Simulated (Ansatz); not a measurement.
Mulliken charges of CH₅AlFNO (`N[CH](F)[AlH][OH]`) from r2SCAN/def2-TZVPP in Ansatz (PBE0-D4/def2-TZVP geometry).

| atom | x (Å) | y (Å) | z (Å) | charge (e) |
| --- | --- | --- | --- | --- |
| N1 | 0.847 | -0.190 | 1.320 | -0.340 |
| C2 | 0.691 | -0.515 | -0.041 | 0.055 |
| F3 | 1.519 | 0.297 | -0.896 | -0.273 |
| Al4 | -1.192 | -0.301 | -0.651 | 0.610 |
| O5 | -1.770 | 1.263 | -0.955 | -0.441 |
| H6 | 0.545 | 0.743 | 1.559 | 0.150 |
| H7 | 1.779 | -0.348 | 1.682 | 0.142 |
| H8 | 1.069 | -1.532 | -0.192 | 0.048 |
| H9 | -2.204 | -1.498 | -0.827 | -0.142 |
| H10 | -1.200 | 2.029 | -0.996 | 0.191 |

Problem. By hand: the dipole of these point charges (1 e Å = 4.8032 D).

Solution. Σ q r = (-0.142, -0.197, 0.208) e Å, of length 0.320 e Å = 1.54 D.

Problem. How does the dipole of the full density compare? (Best estimate.)

Solution. Ansatz gave: (0.218, 0.053, 0.263) e Å, 1.66 D; the point charges give 0.93 times that, at 83° from its direction.

Point charges leave out the atoms' own dipoles, such as those of lone pairs, and Mulliken's split depends on the basis, so the two needn't agree.
